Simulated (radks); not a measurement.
The germanium anion Ge4-, [Kr], held by a Watson sphere: a shell of charge +4.6 at radius R that stands for the Madelung well of a crystal (potential energy -4.6/R inside, -4.6/r outside, in hartree with lengths in bohr). All-electron calculation, scalar-relativistic Kohn-Sham, PBE, spin-polarised, spherical densities, point nucleus. Program: a radial shooting solver on a logarithmic mesh with Libxc functionals. Response by self-consistent Sternheimer equations with the Hartree and adiabatic LDA kernel, the relativistic mass of each level held fixed and spin-orbit coupling left out. The sphere does not respond.

R (bohr) = 2.51: e(3d) (eV) -32.859; e(4s) (eV) -19.360; e(4p) (eV) -11.703; <r> 4p (bohr) 2.596; sum of <r^2> (bohr^2) 68.08; X-ray form factor at sin(theta)/lambda = 0.1 1/angstrom 31.890; alpha (bohr^3) 37.53
R (bohr) = 4.08: e(3d) (eV) -29.518; e(4s) (eV) -13.633; e(4p) (eV) -7.640; <r> 4p (bohr) 3.479; sum of <r^2> (bohr^2) 108.9; X-ray form factor at sin(theta)/lambda = 0.1 1/angstrom 30.505; alpha (bohr^3) 129.2
R (bohr) = 4.14: e(3d) (eV) -29.465; e(4s) (eV) -13.503; e(4p) (eV) -7.528; <r> 4p (bohr) 3.513; sum of <r^2> (bohr^2) 110.7; X-ray form factor at sin(theta)/lambda = 0.1 1/angstrom 30.461; alpha (bohr^3) 135.1
R (bohr) = 4.21: e(3d) (eV) -29.406; e(4s) (eV) -13.357; e(4p) (eV) -7.401; <r> 4p (bohr) 3.553; sum of <r^2> (bohr^2) 112.8; X-ray form factor at sin(theta)/lambda = 0.1 1/angstrom 30.412; alpha (bohr^3) 142.2
R (bohr) = 4.25: e(3d) (eV) -29.373; e(4s) (eV) -13.276; e(4p) (eV) -7.330; <r> 4p (bohr) 3.576; sum of <r^2> (bohr^2) 114.0; X-ray form factor at sin(theta)/lambda = 0.1 1/angstrom 30.384; alpha (bohr^3) 146.4
R (bohr) = 5.27: e(3d) (eV) -28.776; e(4s) (eV) -11.820; e(4p) (eV) -5.877; <r> 4p (bohr) 4.173; sum of <r^2> (bohr^2) 147.9; X-ray form factor at sin(theta)/lambda = 0.1 1/angstrom 29.798; alpha (bohr^3) 292.1
